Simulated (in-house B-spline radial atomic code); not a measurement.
Relativistic effects in Ru VII (Ru6+), [Kr] 4d2: non-relativistic Hartree-Fock (point nucleus) against Dirac-Hartree-Fock (Fermi nucleus of rms radius 4.4809 fm), both averages of the configuration, computed with an all-electron radial atomic-structure program (B-spline basis).

```csv
orbital,ε NR (Eh),ε Dirac (Eh),<r> NR (bohr),<r> Dirac (bohr),change of <r> (%)
1s1/2,-798.94,-821.1,0.03462,0.03343,-3.5
2s1/2,-118.62,-123.91,0.1506,0.145,-3.7
2p1/2,-109.7,-114.37,0.1292,0.1237,-4.3
2p3/2,-109.7,-109.54,0.1292,0.1284,-0.6
3s1/2,-24.824,-25.863,0.4115,0.3996,-2.9
3p1/2,-21.259,-22.114,0.4055,0.3934,-3.0
3p3/2,-21.259,-21.263,0.4055,0.4035,-0.5
3d3/2,-14.747,-14.669,0.3819,0.3805,-0.4
3d5/2,-14.747,?,0.3819,?,?
4s1/2,-6.4238,-6.6132,1.013,0.9902,-2.3
4p1/2,-5.1815,?,1.077,?,?
4p3/2,-5.1815,-5.1742,1.077,1.075,-0.2
4d3/2,-3.4241,-3.4038,1.26,1.263,+0.2
4d5/2,-3.4241,-3.3852,1.26,1.271,+0.8
```

(1) What happens to 3d5/2?

(2) What happens to 4p1/2?

(3) What explains the pattern of contraction and expansion?

(4) By how much does the total energy change?

Results:

(1) Its energy goes to -14.506 hartree and <r> to 0.3838 bohr (+0.49 %).

(2) Its energy goes to -5.3198 hartree and <r> to 1.053 bohr (-2.28 %).

(3) Expansion is seen in 3d5/2, 4d3/2, 4d5/2. The s and p1/2 orbitals contract directly, screen the nucleus better, and so push out orbitals that have little density near the nucleus; spin-orbit coupling adds to this for j = l + 1/2 and opposes it for j = l - 1/2.

(4) By -87.903 hartree, from -4433.037 to -4520.940.
